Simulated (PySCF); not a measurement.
C3H2Cl2F2, SMILES C(Cl)(=CC(F)F)Cl. Coordinates come from a PBE-D3(BJ)/def2-SVP optimisation. One conformer was computed; it need not be the lowest.

### Question
Give the equilibrium geometry at PBE-D3(BJ)/def2-SVP (PySCF confirms it by a frequency run) as bond lengths and angles, and its point group. (The exact figures need the calculation; the answer reports its results.)

### Answer
Several could match; the one computed here: point group Cs.
Atoms: F1 C2 F3 C4 C5 Cl6 Cl7 H8 H9. Bonded distances (Å): F1–C2 1.371, C2–F3 1.371, C2–C4 1.495, C2–H8 1.112, C4–C5 1.348, C4–H9 1.100, C5–Cl6 1.738, C5–Cl7 1.731. Angles (°): F1–C2–F3 107.1, F1–C2–C4 109.5, F1–C2–H8 108.7, F3–C2–C4 109.5, F3–C2–H8 108.7, C4–C2–H8 113.1, C2–C4–C5 125.1, C2–C4–H9 116.2, C5–C4–H9 118.7, C4–C5–Cl6 123.8, C4–C5–Cl7 122.1, Cl6–C5–Cl7 114.1.
